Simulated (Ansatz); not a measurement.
Cost and result up the ladder for [(OH)2Al]2O (Al₂O₅H₄) (11 atoms). Charge 0, multiplicity 1. Geometry: PBE0-D4/def2-SVP.

Cartesian coordinates in Å:
```
Al 0.758 1.329 -0.338
O 1.741 1.670 -1.679
O 0.514 2.552 0.810
O 0.017 -0.167 -0.101
Al -0.875 -1.508 0.419
O -0.142 -2.863 1.124
O -2.556 -1.615 0.237
H 1.942 1.050 -2.380
H 0.914 3.420 0.734
H 0.797 -2.950 1.285
H -3.110 -0.918 -0.112
```

Ansatz on 4 threads of Arm Neoverse V2 on a shared host. Times are rough, and most runs start from the orbitals of an earlier one. ωB97M-V/def2-TZVP serves as the yardstick here, not as an exact answer. Differences are given only for rows in sets of like size (and for xTB, whose basis is part of the method), since another set adds its own error. Binding counts from free atoms at the same level (Al doublet, O triplet, H doublet; other spins of the atoms weren't run), without zero-point energy or a counterpoise term.

B3LYP takes the VWN-RPA correlation. Correlated methods freeze 15 core orbitals. The rows differ in basis, and correlated rows in double-zeta sets carry the largest basis error.

Correlated methods converge slowly with the basis, most of all in double-zeta sets.

```tsv
level	functions	wall time
HF/STO-3G	47	0.15 s
HF/6-31G	79	0.3 s
PBE-D4/def2-SVP	126	0.95 s
B3LYP-D4/6-31G	79	1.1 s
PBE0-D4/def2-SVP	126	1.4 s
PBE-D4/def2-TZVP (with forces)	253	2.6 s
MP2/def2-TZVP	253	3.2 s
B3LYP-D4/def2-TZVP	253	3.3 s
PBE0-D4/def2-TZVP	253	3.5 s
r2SCAN-D4/def2-TZVP	253	4.4 s
r2SCAN0-D4/def2-TZVP	253	5.5 s
ωB97M-V/def2-TZVP	253	10 s
CCSD(T)/def2-SVP	126	13 s
```

(1) Estimate what each level gives for the binding energy per atom (eV).

## Answers

(1) 
```csv
level,binding energy per atom (eV),difference from ωB97M-V/def2-TZVP (eV)
HF/STO-3G,2.91,–
HF/6-31G,2.53,–
PBE-D4/def2-SVP,4.34,–
B3LYP-D4/6-31G,3.81,–
PBE0-D4/def2-SVP,4.21,–
PBE-D4/def2-TZVP (with forces),4.38,0.04
MP2/def2-TZVP,4.38,0.04
B3LYP-D4/def2-TZVP,4.29,-0.05
PBE0-D4/def2-TZVP,4.25,-0.09
r2SCAN-D4/def2-TZVP,4.35,0.01
r2SCAN0-D4/def2-TZVP,4.22,-0.12
ωB97M-V/def2-TZVP,4.34,0.00
CCSD(T)/def2-SVP,4.02,–
```
